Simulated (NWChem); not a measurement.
System meant: C$_{5}$H$_{8}$; SMILES C1CCC1=C

Input file for NWChem:

```
start job
memory heap 200 mb stack 900 mb global 1100 mb
geometry units angstroms noautoz
  C      0.000000     0.000000    -1.961896
  C      0.000000     0.000000    -0.621381
  C      0.000000     1.099951     0.434123
  C      0.000000     0.000000     1.539959
  C      0.000000    -1.099951     0.434123
  H      0.000000    -0.941766    -2.533931
  H      0.000000     0.941766    -2.533931
  H      0.895860     1.755878     0.418437
  H     -0.895860     1.755878     0.418437
  H      0.896816     0.000000     2.189039
  H     -0.896816     0.000000     2.189039
  H     -0.895860    -1.755878     0.418437
  H      0.895860    -1.755878     0.418437
end
basis spherical
  C library def2-svp
  H library def2-svp
end
dft
  xc xpbe96 cpbe96
  iterations 4
  mulliken
end
task dft energy
```

End of the output:

```
    Atom       Charge   Shell Charges
 -----------   ------   -------------------------------------------------------
    1 C    6     6.09   1.97  0.61  0.32  1.87  1.27  0.06
    2 C    6     6.02   1.97  0.63  0.29  1.89  1.15  0.11
    3 C    6     6.04   1.96  0.60  0.30  1.91  1.19  0.08
    4 C    6     6.04   1.96  0.60  0.30  1.91  1.19  0.08
    5 C    6     6.04   1.96  0.60  0.30  1.91  1.19  0.08
    6 H    1     0.97   0.63  0.28  0.07
    7 H    1     0.97   0.63  0.28  0.07
    8 H    1     0.97   0.63  0.27  0.07
    9 H    1     0.97   0.63  0.27  0.07
   10 H    1     0.97   0.64  0.27  0.07
   11 H    1     0.97   0.64  0.27  0.07
   12 H    1     0.97   0.63  0.27  0.07
   13 H    1     0.97   0.63  0.27  0.07

 center of mass
 --------------
 x =   0.00000000 y =   0.00000000 z =  -0.02749100

 moments of inertia (a.u.)
 ------------------
         536.892743946568           0.000000000000           0.000000000000
           0.000000000000         399.772639958084           0.000000000000
           0.000000000000           0.000000000000         171.806035119675

     Multipole analysis of the density
     ---------------------------------

     L   x y z        total         alpha         beta         nuclear
     -   - - -        -----         -----         ----         -------
     0   0 0 0     -0.000000    -19.000000    -19.000000     38.000000

     1   1 0 0     -0.000000     -0.000000     -0.000000      0.000000
     1   0 1 0     -0.000000     -0.000000     -0.000000      0.000000
     1   0 0 1      0.201150      0.100575      0.100575     -0.000000

     2   2 0 0    -24.000450    -20.604380    -20.604380     17.208311
     2   1 1 0     -0.000000     -0.000000     -0.000000      0.000000
     2   1 0 1      0.000000      0.000000      0.000000      0.000000
     2   0 2 0    -22.994340    -62.607998    -62.607998    102.221655
     2   0 1 1      0.000000      0.000000      0.000000      0.000000
     2   0 0 2    -23.899286   -128.057327   -128.057327    232.215368

 ------------------------------------------------------------------------
 dft energy failed                                                                                  0
 ------------------------------------------------------------------------
 ------------------------------------------------------------------------
  current input line :
    27: task dft energy
 ------------------------------------------------------------------------
 ------------------------------------------------------------------------
 This type of error is most commonly associated with calculations not reaching convergence criteria
 ------------------------------------------------------------------------
 For more information see the NWChem manual at https://nwchemgit.github.io

0:dft energy failed:Received an Error in Communication
```

Task: What is wrong, and how is it mended?

Result: The run did not converge; its last values are not results. Cause: the SCF was allowed too few iterations. This input runs:
```
start job
memory heap 200 mb stack 900 mb global 1100 mb
geometry units angstroms noautoz
  C      0.000000     0.000000    -1.961896
  C      0.000000     0.000000    -0.621381
  C      0.000000     1.099951     0.434123
  C      0.000000     0.000000     1.539959
  C      0.000000    -1.099951     0.434123
  H      0.000000    -0.941766    -2.533931
  H      0.000000     0.941766    -2.533931
  H      0.895860     1.755878     0.418437
  H     -0.895860     1.755878     0.418437
  H      0.896816     0.000000     2.189039
  H     -0.896816     0.000000     2.189039
  H     -0.895860    -1.755878     0.418437
  H      0.895860    -1.755878     0.418437
end
basis spherical
  * library def2-svp
end
dft
  xc xpbe96 cpbe96
  iterations 150
  mulliken
end
task dft energy
```
It converges to -194.88113 Ha (PBE/def2-SVP).
